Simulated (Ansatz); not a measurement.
`N=C[SiH2][SiH2]N` + `B[CH](F)[GeH3]` → `N[SiH2][SiH2]F` + `B[CH]([GeH3])C=N`  (redistribution)

Program: Ansatz. Geometries: PBE0-D4/def2-TZVP. ΔE: electronic, gas phase. CCSD(T)/CBS adds triple-zeta CCSD(T) − MP2 to the extrapolated MP2 energy (def2 sets, frozen cores). For Ge outer-core shells are correlated without core-valence functions, which leaves a few kJ/mol of doubt a bond. Scalar relativity is left out up to krypton. Each species was taken in one conformer, which may not be the lowest.

| level | ΔE (kJ/mol) |
| --- | --- |
| MP2/CBS(def2) | -240.5 |
| CCSD/CBS(def2) | -226.9 |

**Question.** What does CCSD(T)/CBS give? (Estimate.)

**Answer.** Computed: -224.2 kJ/mol. The listed levels differ from it by -16.3, -2.7 kJ/mol.

Largest T1 diagnostic among the species: 0.013.

From PBE to PBE0 (25 % exact exchange), in def2-TZVPP and without D4, ΔE moves by −11.2 kJ/mol.
